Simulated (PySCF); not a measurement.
Species: C6H13FO2.
SMILES with atom numbers: `[CH3:1][CH2:2][O:3][C@H:4]([F:5])[O:6][CH:7]([CH3:8])[CH3:9]` (hydrogens: H10, H11, H12 on C1; H13, H14 on C2; H15 on C4; H16 on C7; H17, H18, H19 on C8; H20, H21, H22 on C9)

The geometry is computed with GFN2-xTB (gas phase).

Q: List the bond lengths, angles and torsions at this level.

A: 
```tsv
bond	length (Å)	order
C1–C2	1.523	single
C2–O3	1.424	single
O3–C4	1.351	single
C4–F5	1.408	single
C4–O6	1.348	single
O6–C7	1.438	single
C7–C8	1.524	single
C7–C9	1.526	single
C1–H10, C1–H11, C1–H12	1.087	single
C2–H13	1.100	single
C2–H14	1.092	single
C4–H15	1.117	single
C7–H16	1.101	single
C8–H17, C8–H18, C8–H19	1.086	single
C9–H20, C9–H21, C9–H22	1.087	single
```

Bonds in one row agree within 0.01 Å and their mean is given. Orders are formal, as drawn. A selection of angles:
```tsv
angle	degrees
C2–C1–H10	111.0
C2–C1–H11	109.4
H10–C1–H11	108.9
H10–C1–H12	108.4
C1–C2–O3	113.7
C1–C2–H13	110.3
C1–C2–H14	110.4
O3–C2–H13	109.2
O3–C2–H14	103.9
H13–C2–H14	109.1
C2–O3–C4	116.3
O3–C4–F5	110.0
O3–C4–O6	108.4
O3–C4–H15	112.8
F5–C4–O6	109.8
F5–C4–H15	102.7
O6–C4–H15	113.0
C4–O6–C7	116.5
O6–C7–C8	107.2
O6–C7–C9	110.2
O6–C7–H16	108.4
C8–C7–C9	111.7
C8–C7–H16	109.7
C9–C7–H16	109.5
C7–C8–H17	110.3
H17–C8–H18	108.5
C7–C9–H20	109.9
H20–C9–H21	109.3
```

Torsions: C1–C2–O3–C4 71° (synclinal); C2–O3–C4–F5 -83° (synclinal); O3–C4–O6–C7 -175° (antiperiplanar); C4–O6–C7–C8 139° (anticlinal).

Of the pairs four or more bonds apart, H15···H16 is among the closest relative to their van der Waals radii: 2.22 Å, 93 % of the sum of Bondi's values. The C–O distances run from 1.348 Å (C4–O6, drawn single) to 1.438 Å (O6–C7, drawn single), a spread of 0.090 Å. All 3 C–C bonds measure 1.523 to 1.526 Å.

Point group: C1 (no symmetry element, even within 0.4 Å). Stationary, but not proved a minimum. The numbers are those of one conformer.
